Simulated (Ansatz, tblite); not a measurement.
Cost and result up the ladder for BiH₂Br (4 atoms). Total charge 0; singlet. Geometry: r2SCAN-D4/def2-TZVP.

```xyz
4

Bi    0.1261    0.8036    0.3084
H    -0.6528    0.6234   -1.3001
H    -1.1891   -0.1858    1.0279
Br    1.7159   -1.2412   -0.0362
```

Ansatz on 2 threads of Intel Xeon 6975P-C on a shared host; xTB runs through tblite on one thread. Times are rough, summed over both states, and most runs start from the orbitals of an earlier one. CCSD(T)/def2-TZVPP serves as the yardstick here, not as an exact answer. The other state is a doublet.

In the def2 sets Bi takes a core potential; there is no spin–orbit coupling. The xTB rows come from tblite. Correlated methods freeze 13 core orbitals; core or outer-core shells of Bi, Br are correlated, in sets that lack core-valence functions.

Raw xTB energies of ions are shifted by several eV.

```tsv
level	functions	wall time	vertical IE (eV)	difference from CCSD(T)/def2-TZVPP (eV)
GFN2-xTB	15	0.002 s	14.19	4.38
GFN1-xTB	17	0.004 s	14.01	4.20
PBE-D4/def2-TZVP	110	1.6 s	9.46	-0.35
r2SCAN-D4/def2-TZVP	110	3.3 s	9.63	-0.18
PBE0-D4/def2-TZVP	110	3.5 s	9.70	-0.11
CCSD(T)/def2-TZVPP	126	34 s	9.81	0.00
```
